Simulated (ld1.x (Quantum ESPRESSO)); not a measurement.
## How hard is this Si PAW potential?

ld1.x (Quantum ESPRESSO) 7.5 input, shortened:

```
&input
   title='Si', zed=14., rel=0, dft='PBE', iswitch=3,
   config='[Ne] 3s1 3p3 3d-2'
 /
 &inputp
   pseudotype=3, lpaw=.true., tm=.true., lloc=2,
   nlcc=.true., new_core_ps=.true., rcore=0.95,
   which_augfun='PSQ', rmatch_augfun_nc=.true.
 /
5
3S  1  0   1.00   0.00  1.30  1.50  0.0
3S  1  0   0.00   4.00  1.30  1.50  0.0
3P  2  1   3.00   0.00  1.15  1.40  0.0
3P  2  1   0.00   0.05  1.15  1.40  0.0
3D  3  2  -2.00   0.35  1.40  1.40  0.0
 &test
   configts(1)='3s1 3p3'
 /
```

The pseudo-atom Hamiltonian at the reference potential is diagonalised in spherical Bessel functions j_l(qr) that vanish at 20 bohr, with q² up to the cutoff. All-electron valence levels (Ry): 3s -0.8458, 3p -0.3434.

Problem. How do the lowest levels (Ry) of each channel move with the cutoff, and are there ghosts?

Solution.

```tsv
cutoff (Ry)	s #1	s #2	p #1	p #2	d #1	f #1	Σ f·Δε (mRy)
8	-0.8206	-0.0297	-0.3484	0.0222	0.0535	0.1100	40.1
10	-0.8325	-0.0308	-0.3486	0.0221	0.0533	0.1100	28.8
12	-0.8397	-0.0315	-0.3486	0.0221	0.0532	0.1100	21.6
15	-0.8435	-0.0319	-0.3486	0.0221	0.0531	0.1100	18.0
18	-0.8453	-0.0321	-0.3492	0.0220	0.0530	0.1100	17.9
21	-0.8455	-0.0322	-0.3573	0.0190	0.0530	0.1100	41.9
25	-0.8456	-0.0322	-2.1320	-0.3424	0.0529	0.1100	3.0
30	-0.8456	-0.0322	-3.4887	-0.3433	0.0529	0.1100	0.4
35	-0.8457	-0.0322	-4.1941	-0.3433	0.0528	0.1100	0.2
40	-0.8457	-0.0322	-4.4517	-0.3433	0.0528	0.1100	0.2
400	-0.8457	-0.0322	-4.7832	-0.3434	0.0527	0.1100	0.0
```

Result: ghost state, extra bound levels that the all-electron valence spectrum of the same l lacks: p at -65.1 eV (a true bound ghost makes a file unfit for plane-wave use); 10 mRy is reached at 25 Ry and 1 mRy at 30 Ry.
